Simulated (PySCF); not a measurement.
1,1-dichloroprop-1-ene (C3H4Cl2), SMILES CC=C(Cl)Cl. Atoms are numbered in the order given.

```xyz
9

C      0.7325    -2.3630     0.0000
C      1.0454    -0.9009     0.0000
C      0.1583     0.1005     0.0000
Cl    -1.5679    -0.1352     0.0000
Cl     0.6438     1.7728     0.0000
H      1.1721    -2.8535     0.8853
H     -0.3492    -2.5494     0.0000
H      1.1721    -2.8535    -0.8853
H      2.0981    -0.6028     0.0000
```

Geometry optimised at B3LYP-D3(BJ)/def2-SVP.

Method: KT2/pcSseg-1 run with PySCF.

GIAO shieldings, no solvent; atoms listed in one row are averaged. δ = σ(ref) − σ: ¹³C against TMS (σ = 185.1 ppm); ³⁵Cl against HCl (σ = 945.4 ppm); ¹H against TMS (σ = 31.47 ppm), references at their B3LYP-D3(BJ)/def2-TZVP geometries, non-relativistic (without spin–orbit terms, shifts of atoms bonded to Cl or Br come out too high).

Computed chemical shifts:
| nucleus | atoms | count | δ (ppm) |
|---|---|---|---|
| ¹³C | C3 | 1 | 136.5 |
| ¹³C | C2 | 1 | 125.0 |
| ¹³C | C1 | 1 | 20.7 |
| ³⁵Cl | Cl5 | 1 | 363.9 |
| ³⁵Cl | Cl4 | 1 | 318.8 |
| ¹H | H9 | 1 | 5.92 |
| ¹H | H6, H7, H8 | 3 | 2.25 |
